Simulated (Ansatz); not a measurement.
Cost and result for the atomization energy of C3H4BrCl (`ClC1(Br)CC1`) (9 atoms, 9 bonds).

Z-matrix (Å, degrees):
```
C
Br 1 1.915
C 1 1.485 2 118.2
Cl 1 1.746 2 113.1 3 144.8
C 1 1.485 2 118.2 3 -70.5
H 3 1.082 1 117.4 2 -0.3
H 3 1.082 1 116.7 2 143.1
H 5 1.082 1 117.4 2 0.3
H 5 1.082 1 116.7 2 -143.1
```

The species carries charge 0 and has multiplicity 1. Correlated methods include outer-core shells of Br, which these sets cover unevenly. Scalar relativity is left out up to krypton. Geometry: relaxed with PBE0-D4/def2-TZVP. Program: Ansatz. All runs use 4 threads of an Arm Neoverse V1 on a shared host. Times are those of one run each, without the atoms' runs, and a repeat can differ threefold. Electronic energies, without spin–orbit coupling; frozen cores. CCSD(T)/CBS adds CCSD(T) − MP2 in def2-TZVPP to the MP2 limit, and its time is that of the two runs behind it. T1 = 0.008. With those shells the extrapolation isn't a true limit. B3LYP takes the VWN-RPA correlation (the form of Gaussian; ORCA's B3LYP/G). HSE06 is the plane-wave form, built on full-range PBE exchange.

CCSD(T)/CBS is a level of theory with its own doubt, some kJ/mol a heavy atom from the limit and from the frozen cores, so smaller differences don't rank the functionals.

```csv
level,functions,wall time,atomization (kJ/mol),difference from CCSD(T)/CBS,per bond
LDA (SPW92)/def2-TZVPP,239,1.5 s,3900.7,569.5,63.3
PBE-D4/def2-TZVPP (with forces),239,2.9 s,3453.1,121.9,13.5
HSE06-D4/def2-TZVPP,239,4.1 s,3390.8,59.6,6.6
CAM-B3LYP-D4/def2-TZVPP,239,4.5 s,3323.9,-7.3,-0.8
r2SCAN-D4/def2-TZVPP (with forces),239,6 s,3358.0,26.8,3.0
B3LYP-D4/def2-TZVPP (with forces),239,6 s,3312.5,-18.7,-2.1
B2PLYP/def2-TZVPP,239,6.5 s,3284.9,-46.3,-5.1
r2SCANh-D4/def2-TZVPP,239,7 s,3337.3,6.1,0.7
PBE-QIDH/def2-TZVPP,239,7 s,3353.1,21.9,2.4
CCSD(T)/def2-SVP,112,8.5 s,3167.7,-163.5,-18.2
MP2/def2-QZVPP,450,26 s,3389.2,58.0,6.4
CCSD(T)/def2-TZVPP,239,3.4 min,3241.6,-89.6,-10.0
CCSD(T)/CBS(def2),–,3.8 min,3331.2,0.0,0.0
```

Leaving LDA and LC-ωPBE aside and taking each functional with its dispersion term where it has one, the values, not all of them listed here, spread over 245.7 kJ/mol, from BHLYP-D4 to PBE-D4. LDA lies +471.0 kJ/mol from PBE without D4, its usual overbinding. From r2SCAN to r2SCAN0 (25 % exact exchange), in def2-TZVPP and without D4, the atomization energy moves by −51.2 kJ/mol: exact exchange takes away binding that semilocal exchange gives to molecules. In def2-TZVPP, CCSD(T) changes the Hartree–Fock value by +865.3 kJ/mol (the triples alone add +65.3 kJ/mol) and MP2 by +960.7 kJ/mol; breaking electron pairs costs correlation energy, which Hartree–Fock lacks.
